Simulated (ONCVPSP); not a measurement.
## Transferability test, ONCV potential for W

* Element: W (Z = 74)
* Generator: ONCVPSP 4.0.1
* Type: optimised norm-conserving Vanderbilt (ONCV)
* Functional: PBE
* Relativity: scalar-relativistic
* Frozen core: [Kr] 4d10 4f14
* Valence charge: 14
* Reference configuration: 5s2 5p6 5d4 6s1 (charge +1)
* Partial waves: 5s+6s: rc 1.80 bohr, ncon 4, nbas 7, qcut 7.4 1/bohr, 3 projectors, debl 3.7 Ha; 5p: rc 2.00 bohr, ncon 4, nbas 8, qcut 8.2 1/bohr, 2 projectors, debl 1.4 Ha; 5d: rc 2.35 bohr, ncon 4, nbas 9, qcut 7.1 1/bohr, 3 projectors, debl 0.9 Ha
* Local potential: polynomial inside 1.70 bohr (lpopt 5, dvloc0 6 Ha)
* Core correction: Teter function fitted to the true core (icmod 2), fcfact 0.2

In the p channel the program set the typed energies aside and used -1.864, 0.250 Ha.

Energies are relative to the spin-unpolarised reference configuration 5s2 5p6 5d4 6s1; without spin polarisation the order of configurations can differ from experiment.

(1) Give the all-electron excitation energy and the error of the potential for: 5s2 5p6 5d4 6s2; 5s2 5p6 5d4 6s0; 5s2 5p6 5d3 6s0; 5s2 5p5 5d4 6s2.

Levels in the configuration 5s2 5p5 5d4 6s2:

```csv
level,all-electron (eV),pseudo (eV)
5s,-91.567,-91.966
5p,-55.165,-55.426
5d,-14.580,-14.616
6s,-13.474,-13.487
```

Results:

(1)

| valence configuration | charge | ΔE all-electron (eV) | error AE − PS (meV) |
| --- | --- | --- | --- |
| 5s2 5p6 5d4 6s2 | 0 | -8.883 | +3.3 |
| 5s2 5p6 5d4 6s0 | +2 | 15.680 | -3.3 |
| 5s2 5p6 5d3 6s0 | +3 | 41.062 | -6.9 |
| 5s2 5p5 5d4 6s2 | +1 | 40.058 | -168 |
